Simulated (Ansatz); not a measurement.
`B[N](C)[GeH3]` + `[SH][GaH][Cl]` → `B[S][GaH][Cl]` + `C[NH][GeH3]`  (ligand exchange at a B–N bond)

Isolated molecules relaxed with PBE0-D4/def2-TZVP in Ansatz; ΔE leaves out vibrations. CCSD(T)/CBS adds triple-zeta CCSD(T) − MP2 to the extrapolated MP2 energy (def2 sets, frozen cores). Functionals use def2-TZVPP. B3LYP here is the variant with VWN-RPA as its local correlation; programs differ in this. For Ga, Ge outer-core shells are correlated without core-valence functions, which leaves a few kJ/mol of doubt a bond. Scalar relativity is left out up to krypton. One conformer a species, not always the lowest.

(1) Is it downhill or uphill in electronic energy at CCSD(T)/CBS, and by how much? (Best estimate.)

(2) What do these levels give: B3LYP-D4, r2SCANh-D4, BHLYP-D4, CAM-B3LYP-D4, ωB97M-V, PBE-QIDH, revPBE, PBE0, MP2/def2-SVP, CCSD/def2-SVP, HF/def2-TZVPP, MP2/def2-QZVPP? (An estimate is asked.)

Largest T1 diagnostic among the species: 0.013.

Answers

(1) The calculation gave: Uphill: ΔE = +71.5 kJ/mol.

(2) Ansatz gave: B3LYP-D4 73.1, r2SCANh-D4 69.3, BHLYP-D4 72.9, CAM-B3LYP-D4 77.3, ωB97M-V 73.6, PBE-QIDH 69.1, revPBE 62.0, PBE0 66.8, MP2/def2-SVP 78.0, CCSD/def2-SVP 78.7, HF/def2-TZVPP 68.6, MP2/def2-QZVPP 71.4 kJ/mol.

Leaving LDA and LC-ωPBE aside and taking each functional with its dispersion term where it has one, the values, not all of them listed here, spread over 11.6 kJ/mol, from revPBE-D4 to CAM-B3LYP-D4. LDA lies +12.3 kJ/mol from PBE without D4. At CCSD(T), def2-SVP lies +7.8 kJ/mol from the extrapolated value and def2-TZVPP +2.6 kJ/mol.
